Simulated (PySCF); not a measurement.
BCl2HO, SMILES OB(Cl)Cl. Coordinates come from a PBE-D3(BJ)/def2-SVP optimisation. Other conformers were not sampled.

Problem. Give the equilibrium geometry at PBE-D3(BJ)/def2-SVP (PySCF confirms it by a frequency run) as bond lengths and angles, and its point group. (An estimate is asked for; the answer gives what the named calculation found.)

Solution. Several could match; the one computed here: point group Cs.
Atoms: B1 Cl2 Cl3 O4 H5. Bonded distances (Å): B1–Cl2 1.777, B1–Cl3 1.760, B1–O4 1.351, O4–H5 0.976. Bond angles (°): Cl2–B1–Cl3 120.0, Cl2–B1–O4 121.5, Cl3–B1–O4 118.5, B1–O4–H5 112.2.
Charge 0, spin multiplicity 1.
